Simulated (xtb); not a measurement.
Harmonic IR lines of one isomer of C2H3N, unscaled. These are GFN2-xTB (xtb) values and carry that method's errors.

wavenumber (cm⁻¹): 390 (vw), 713 (w), 810 (w), 987 (m), 1208 (vw), 2221 (vs)

**Question.** Identify which structure gives these lines.
A. `CC#N`
B. `C=C=N`
C. `C#CN`

**Answer.** B, `C=C=N`
